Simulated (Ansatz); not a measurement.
Ansatz (a program for electronic structure) input (wB97M-V/def2-TZVPD):

Ansatz 0.2 input:
```yaml
crystal:
  periodic: [false, false, false]
  atoms:
    - {symbol: Ni, position_ang: [-0.00000000, -0.00000000, -0.05083923]}
    - {symbol: H, position_ang: [0.00000000, 0.00000000, 1.42349857]}
basis:
  gaussian:
    orbitals: def2-TZVPD
hamiltonian:
  xc: {name: wB97M-V}
total_charge: 1
magnetization: {spin_polarized: true, initial_magnetization: 2}
```

End of the output:

```
integrals: 0.02 GiB planned
533 factors; integrals over basis functions are off by at most 9.5e-4 eV
integrals: 0.06 GiB planned
115 factors; integrals over basis functions are off by at most 4.8e-5 eV
mean field: 0.29 GiB planned
mean field evaluation 1: about -41020.5941 eV, gradient 1.3e2 eV
mean field evaluation 2: about -40486.8798 eV, gradient 3.8e2 eV
mean field evaluation 4: about -41046.7039 eV, gradient 2.1e1 eV
mean field evaluation 8: about -41047.7211 eV, gradient 6.7e-1 eV
mean field evaluation 16: about -41047.7381 eV, gradient 1.1e-3 eV
mean field evaluation 32: about -41047.4530 eV, gradient 5.1e0 eV
mean field -41047.73811092 eV, -1508.4765524202 hartree, gradient 6.2e-6 eV, S^2 2.002806; 2 other end points of the search recorded, 0 dependent functions left out
reference -41047.73815610 eV, -1508.4765540804 hartree; 15, 13 occupied and 42, 44 virtual orbitals, 533 factors
Total energy: -41047.73815610 eV, -1508.4765540804 hartree
```

This state (charge 1, triplet) is run at the relaxed geometry of the species with charge 0 and multiplicity 2.
